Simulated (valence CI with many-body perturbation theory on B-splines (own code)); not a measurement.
## E1 transitions of Pm54+

Computed by valence CI with perturbative core correlation (CI+MBPT): five valence electrons over a frozen Dirac-Fock core [He], radial functions for each j: 11 s, 11 p, 10 d, 8 f, 5 g, 2 h, with the one-electron correlation potential Σ1 (screened to all orders), the two-electron term Σ2, the three-electron term Σ3, Breit, model QED; selected single and double excitations, second order for the rest, scaled by the run's own slope (own B-spline code, finite nucleus).

No measured spectrum was set against this ion. As an estimate, large intervals hold to a few tenths of a per cent, small ones and those within an open d or f shell to about a per cent. Among the levels kept, up to 7300 cm⁻¹ of a level comes from second order outside the variational space, and about a tenth of that is noise between levels of different J, which matters for small intervals.

Lines 51 to 100 of 600 in falling wavelength, among levels below 64168 × 10³ cm⁻¹, chosen from the strongest by gf and those to the six lowest levels. Wavelengths and rates use the calculated energies. Electric multipoles are in the length gauge, E1 and E2 with the static RPA response of the core. Weak lines are less certain than strong ones. Lines between different terms over intervals too small for the method are left out, as are lines whose strength nearly cancels. The highest levels of a list are the least certain.

Levels are named by their leading jj configuration (3d3/2^4 stands for four electrons in 3d with j = 3/2), which in mixed levels can hold well under half, so a name can repeat and another be missing. Letters in brackets count levels of one name in rising energy.

```csv
λ vac (Å),Upper,Lower,A (s⁻¹),log gf,Branch %
85.07,(2s 2p1/2 2p3/2^2 3d5/2) J=7/2 [b],(2s 2p1/2 2p3/2^2 3p3/2) J=7/2 [b],9.95e+09,-1.06,0.0
79.76,(2s 2p1/2 2p3/2^2 3d5/2) J=5/2 [a],(2s 2p1/2 2p3/2^2 3p3/2) J=5/2 [a],1.58e+10,-1.04,0.0
78.19,(2s^2 2p1/2 2p3/2 3d5/2) J=7/2 [a],(2s 2p1/2^2 2p3/2 3s) J=5/2,1.26e+10,-1.04,0.1
73.66,(2s^2 2p3/2^2 3d5/2) J=9/2,(2s 2p1/2 2p3/2^2 3s) J=7/2,1.05e+10,-1.07,20.0
61.70,(2s 2p1/2^2 2p3/2 3d3/2) J=7/2,(2s^2 2p1/2 2p3/2 3d3/2) J=5/2 [b],1.68e+10,-1.12,1.3
61.46,(2s 2p1/2 2p3/2^2 3d3/2) J=9/2,(2s^2 2p3/2^2 3d3/2) J=7/2,1.50e+10,-1.07,0.8
59.19,(2s 2p1/2 2p3/2^2 3p3/2) J=9/2,(2s^2 2p3/2^2 3p3/2) J=7/2,6.36e+10,-0.48,5.2
58.16,(2s 2p1/2 2p3/2^2 3p3/2) J=7/2 [b],(2s^2 2p3/2^2 3p3/2) J=5/2,4.75e+10,-0.71,0.1
56.42,(2s 2p1/2^2 2p3/2 3p3/2) J=5/2 [a],(2s^2 2p1/2 2p3/2 3p3/2) J=3/2 [b],5.23e+10,-0.82,0.0
55.97,(2s 2p1/2^2 2p3/2 3p3/2) J=7/2,(2s^2 2p1/2 2p3/2 3p3/2) J=5/2 [a],8.91e+10,-0.48,2.8
54.72,(2p1/2^2 2p3/2^2 3p3/2) J=5/2,(2s 2p1/2 2p3/2^2 3p3/2) J=5/2 [f],5.71e+10,-0.81,0.0
54.68,(2p1/2^2 2p3/2^2 3p3/2) J=7/2,(2s 2p1/2 2p3/2^2 3p3/2) J=5/2 [f],1.19e+11,-0.37,0.1
54.46,(2s 2p1/2 2p3/2^2 3p3/2) J=5/2 [c],(2s 2p1/2 2p3/2^2 3s) J=3/2 [d],3.44e+10,-1.04,0.0
54.29,(2s 2p1/2 2p3/2^2 3p3/2) J=1/2 [c],(2s 2p1/2 2p3/2^2 3s) J=1/2 [c],9.93e+10,-1.06,0.0
54.07,(2p1/2^2 2p3/2^2 3p3/2) J=5/2,(2s 2p1/2 2p3/2^2 3p3/2) J=3/2 [f],6.03e+10,-0.80,0.0
53.72,(2s 2p1/2 2p3/2^2 3p3/2) J=5/2 [a],(2s 2p1/2 2p3/2^2 3s) J=3/2 [a],8.56e+10,-0.65,0.1
53.40,(2s 2p1/2 2p3/2^2 3p3/2) J=5/2 [e],(2s^2 2p3/2^2 3p3/2) J=3/2,6.04e+10,-0.81,0.2
52.92,(2p1/2^2 2p3/2^2 3p3/2) J=7/2,(2s 2p1/2 2p3/2^2 3p3/2) J=5/2 [e],8.65e+10,-0.54,0.1
52.56,(2s 2p1/2 2p3/2^2 3d3/2) J=7/2 [b],(2s 2p1/2 2p3/2^2 3p1/2) J=5/2 [b],5.86e+10,-0.71,0.0
52.42,(2p1/2^2 2p3/2^2 3p3/2) J=5/2,(2s 2p1/2 2p3/2^2 3p3/2) J=3/2 [e],4.08e+10,-1.00,0.0
52.42,(2s 2p1/2 2p3/2^2 3d3/2) J=5/2 [b],(2s 2p1/2 2p3/2^2 3p1/2) J=5/2 [b],9.35e+10,-0.64,0.0
52.41,(2s 2p1/2 2p3/2^2 3p3/2) J=7/2 [b],(2s 2p1/2 2p3/2^2 3s) J=5/2 [b],5.03e+10,-0.78,0.1
52.25,(2s 2p1/2^2 2p3/2^2) J=5/2,(2s^2 2p1/2 2p3/2^2) J=5/2,1.19e+10,-1.53,2.2
52.22,(2s^2 2p1/2 2p3/2 3p3/2) J=3/2 [a],(2s^2 2p1/2 2p3/2 3s) J=3/2 [b],7.28e+10,-0.92,5.1
52.11,(2p1/2^2 2p3/2^2 3p3/2) J=1/2,(2s 2p1/2 2p3/2^2 3p3/2) J=3/2 [e],1.27e+11,-0.98,0.1
52.09,(2s^2 2p3/2^2 3p3/2) J=1/2,(2s^2 2p3/2^2 3s) J=3/2,1.63e+11,-0.88,1.8
51.99,(2s^2 2p1/2 2p3/2 3d3/2) J=5/2 [b],(2s^2 2p1/2 2p3/2 3p1/2) J=3/2 [b],8.62e+10,-0.68,0.0
51.86,(2s^2 2p1/2 2p3/2 3d3/2) J=3/2 [b],(2s^2 2p1/2 2p3/2 3p1/2) J=3/2 [b],6.34e+10,-0.99,0.0
51.82,(2s 2p1/2 2p3/2^2 3p3/2) J=1/2 [a],(2s 2p1/2 2p3/2^2 3s) J=3/2 [a],2.08e+11,-0.78,0.1
51.58,(2s 2p1/2 2p3/2^2 3d3/2) J=3/2 [b],(2s 2p1/2 2p3/2^2 3p1/2) J=5/2 [b],9.39e+10,-0.82,0.0
51.54,(2s 2p1/2 2p3/2^2 3d3/2) J=5/2 [e],(2s 2p1/2 2p3/2^2 3p1/2) J=3/2 [d],8.19e+10,-0.71,0.0
51.43,(2s 2p1/2 2p3/2^2 3p3/2) J=5/2 [d],(2s 2p1/2 2p3/2^2 3s) J=3/2 [e],1.28e+11,-0.52,0.5
51.41,(2s 2p1/2 2p3/2^2 3p3/2) J=7/2 [c],(2s 2p1/2 2p3/2^2 3s) J=5/2 [c],2.29e+11,-0.14,0.2
51.34,(2s 2p1/2 2p3/2^2 3d5/2) J=7/2 [b],(2s 2p1/2 2p3/2^2 3p1/2) J=5/2 [c],5.80e+10,-0.74,0.0
51.31,(2s 2p1/2 2p3/2^2 3p3/2) J=5/2 [c],(2s 2p1/2 2p3/2^2 3s) J=3/2 [b],3.88e+10,-1.04,0.0
51.23,(2p1/2^2 2p3/2^2 3p3/2) J=3/2 [b],(2p1/2^2 2p3/2^2 3s) J=1/2,2.36e+11,-0.43,0.1
51.17,(2s 2p1/2^2 2p3/2 3p3/2) J=5/2 [b],(2s 2p1/2^2 2p3/2 3s) J=3/2 [b],2.18e+11,-0.29,0.2
51.13,(2s 2p1/2 2p3/2^2 3p3/2) J=3/2 [f],(2s 2p1/2 2p3/2^2 3s) J=1/2 [c],7.87e+10,-0.91,0.1
51.04,(2s 2p1/2 2p3/2^2 3p3/2) J=3/2 [b],(2s 2p1/2 2p3/2^2 3s) J=5/2 [b],1.10e+11,-0.76,0.1
50.93,(2s 2p1/2^2 2p3/2 3p3/2) J=3/2 [a],(2s 2p1/2^2 2p3/2 3s) J=3/2 [a],1.41e+11,-0.66,0.1
50.93,(2s 2p1/2 2p3/2^2 3d3/2) J=3/2 [f],(2s 2p1/2 2p3/2^2 3p1/2) J=3/2 [d],7.77e+10,-0.92,0.0
50.91,(2s^2 2p3/2^2 3p3/2) J=5/2,(2s^2 2p3/2^2 3s) J=3/2,1.17e+11,-0.57,0.6
50.89,(2s 2p1/2 2p3/2^2 3p3/2) J=1/2 [b],(2s 2p1/2 2p3/2^2 3s) J=1/2 [b],1.18e+11,-1.04,0.7
50.71,(2s 2p1/2 2p3/2^2 3p3/2) J=3/2 [d],(2s 2p1/2 2p3/2^2 3s) J=3/2 [d],4.77e+10,-1.13,0.1
50.66,(2s^2 2p1/2 2p3/2 3p3/2) J=1/2 [a],(2s^2 2p1/2 2p3/2 3s) J=1/2,1.28e+11,-1.01,2.6
50.60,(2p1/2^2 2p3/2^2 3p3/2) J=3/2 [a],(2s 2p1/2 2p3/2^2 3p3/2) J=3/2 [g],8.05e+10,-0.91,0.0
50.41,(2s 2p1/2 2p3/2^2 3d3/2) J=5/2 [a],(2s 2p1/2 2p3/2^2 3p1/2) J=5/2 [a],8.29e+10,-0.72,0.1
50.32,(2s 2p1/2 2p3/2^2 3p3/2) J=5/2 [d],(2s 2p1/2 2p3/2^2 3s) J=5/2 [c],3.99e+10,-1.04,0.2
50.15,(2s 2p1/2 2p3/2^2 3p3/2) J=3/2 [d],(2s 2p1/2 2p3/2^2 3s) J=1/2 [b],7.19e+10,-0.96,0.1
50.05,(2s 2p1/2 2p3/2^2 3d3/2) J=5/2 [c],(2s 2p1/2 2p3/2^2 3p1/2) J=3/2 [b],5.06e+10,-0.94,0.0
```

Task: How does gf follow from A for the line at 73.66 Å?

Result: gf = 1.4992 × (2J+1)_upper × A / σ², with σ = 1357546 cm⁻¹ and 2J+1 = 10: gf = 0.0853.
